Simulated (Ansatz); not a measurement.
## Ansatz (development build ahead of 0.2.0) run

```yaml
crystal:
  periodic: [false, false, false]
  atoms:
    - { symbol: C, position_ang: [0.0, 0.0, 0.0] }
    - { symbol: C, position_ang: [1.16913, 0.675, 0.0] }
    - { symbol: C, position_ang: [2.42487, -0.05, 0.0] }
    - { symbol: C, position_ang: [3.59401, 0.625, 0.0] }
    - { symbol: C, position_ang: [4.84974, -0.1, 0.0] }
    - { symbol: C, position_ang: [5.43431, -0.4375, 1.16913] }
    - { symbol: C, position_ang: [6.69005, -1.1625, 1.16913] }
    - { symbol: C, position_ang: [7.27461, -1.5, 2.33827] }
    - { symbol: H, position_ang: [0.0, -1.09, 0.0] }
    - { symbol: H, position_ang: [-0.94397, 0.545, 0.0] }
    - { symbol: H, position_ang: [1.16913, 1.765, 0.0] }
    - { symbol: H, position_ang: [2.42487, -1.14, 0.0] }
    - { symbol: H, position_ang: [3.59401, 1.715, 0.0] }
    - { symbol: H, position_ang: [5.32173, -0.3725, -0.94397] }
    - { symbol: H, position_ang: [4.96233, -0.165, 2.1131] }
    - { symbol: H, position_ang: [7.16203, -1.435, 0.22517] }
    - { symbol: H, position_ang: [6.80263, -1.2275, 3.28224] }
    - { symbol: H, position_ang: [8.21858, -2.045, 2.33827] }
basis:
  gaussian: { orbitals: def2-SVP }
magnetization:
  spin_polarized: true
  initial_magnetization: 2
hamiltonian:
  xc: pbe0
```

The input is written out in the form of the current development build from the run's settings.

The run gave:

| Item | Value |
| --- | --- |
| Converged | yes |
| Total energy | -310.06051 hartree |
| Spin squared of the determinant | 2.007 |
| Stability test | minimum |

Caution: another spin multiplicity may lie lower.
